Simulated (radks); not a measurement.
Results of a calculation; reference values are marked as such.
The vanadium anion V- inside a hard spherical wall (all orbitals vanish at R), configuration held at [Ar] 3d4 4s2 and not refilled when levels cross. Level of theory: scalar-relativistic Kohn-Sham, PBEsol, spin-polarised, spherical densities, finite nucleus; open shells are filled with parallel spins first; Fermi nuclear charge, rms radius 3.6002 fm (a radial shooting solver on a logarithmic mesh with Libxc functionals). Eigenvalues in eV for spin up, with the zero of energy where the potential of the charges vanishes at infinity; a dash marks a level that is unbound or too diffuse for the functional's potential to be trusted. A positive occupied level is held by the wall or, in an anion where self-interaction has pushed it up, behind a barrier. The pressure on the wall is -dE/dV.

R (bohr)  E (hartree)  kinetic (hartree)    e(3s)    e(3p)   e(4s)   e(3d)  e(4p, empty)  e(5s, empty)  pressure (GPa)
20         -948.11195            956.757  -62.339  -36.390   0.212   1.647             -             -        0.000554
12         -948.10779            956.772  -61.895  -35.944   0.568   2.085         2.887         4.194          0.0316
10         -948.10065            956.800  -61.473  -35.520   0.897   2.493         3.441         5.894           0.142
8          -948.07595            956.893  -60.501  -34.549   1.674   3.408         4.638         9.577           0.828
7          -948.04250            957.010  -59.544  -33.595   2.485   4.292         5.818        13.173            2.28
6          -947.96891            957.250  -57.930  -31.997   3.970   5.768         7.887        19.384            7.08
5          -947.79122            957.792  -55.077  -29.195   6.985   8.382        11.903        31.119            25.8
4          -947.30003            959.192  -49.771  -24.038  14.110  13.425        20.938        56.259             120
3          -945.57983            964.067  -38.862  -13.430  35.573  24.912        46.359        121.33             858
